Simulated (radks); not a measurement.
Species: Rb4+. Configuration: [Ar] 3d10 4s2 4p3.

All-electron calculation, Dirac Kohn-Sham, BLYP, spin-unpolarised, spherical densities, point nucleus; open shells fill j = l - 1/2 first. Program: a radial shooting solver on a logarithmic mesh with Libxc functionals.

Energy parts (eV):
| part | energy |
|---|---|
| total | -81018.259 |
| kinetic | 83337.763 |
| electron-nucleus | -193920.590 |
| Hartree | 32277.948 |
| exchange-correlation | -2713.380 |

Orbitals (lengths in bohr, moments of r in powers of bohr; <r^-3> diverges for s and p1/2):
orbital  occ.  eigenvalue (eV)  <r^-3>      <r>   <1/r>  small-component weight
1s1/2       2        -15085.05       -  0.04029   37.88                1.81e-02
2s1/2       2        -2060.407       -   0.1775   8.503                3.61e-03
2p1/2       2        -1874.094       -   0.1522   8.475                3.61e-03
2p3/2       4        -1813.247    1567   0.1563   8.163                3.51e-03
3s1/2       2        -349.6548       -   0.5101   2.826                8.99e-04
3p1/2       2        -282.8865       -   0.5110   2.715                8.47e-04
3p3/2       4        -273.7193   238.5   0.5214   2.640                8.22e-04
3d3/2       4        -156.7735   31.95   0.5206   2.409                7.06e-04
3d5/2       6        -155.2111   30.78   0.5243   2.390                6.99e-04
4s1/2       2         -78.2539       -    1.361  0.9899                1.83e-04
4p1/2       2         -61.1052       -    1.503  0.8851                1.52e-04
4p3/2       1         -59.9190   31.08    1.528  0.8679                1.48e-04
4d3/2       0         -35.2690   2.713    2.003  0.6486                9.04e-05
4d5/2       0         -35.1385   2.628    2.012  0.6457                8.99e-05
5s1/2       0         -30.4237       -    2.976  0.4467                5.62e-05
5p1/2       0         -25.2492       -    3.312  0.4038                4.88e-05
5p3/2       0         -24.9413   8.117    3.348  0.3990                4.81e-05

The highest occupied level is 4p3/2 at -59.919 eV. The density falls to 0.001 e/bohr^3 at r = 3.04 bohr. For comparison, the ionisation energy in NIST's Atomic Spectra Database is 68.4 eV (theoretical). In exact Kohn-Sham theory the highest level is minus the ionisation energy, but local and semilocal functionals leave it too shallow, through self-interaction and a potential that decays too fast; potentials with the right tail come closer.

Beside tabulated values, note that spin-unpolarised runs miss the spin-polarisation part of the exchange energy of open shells.
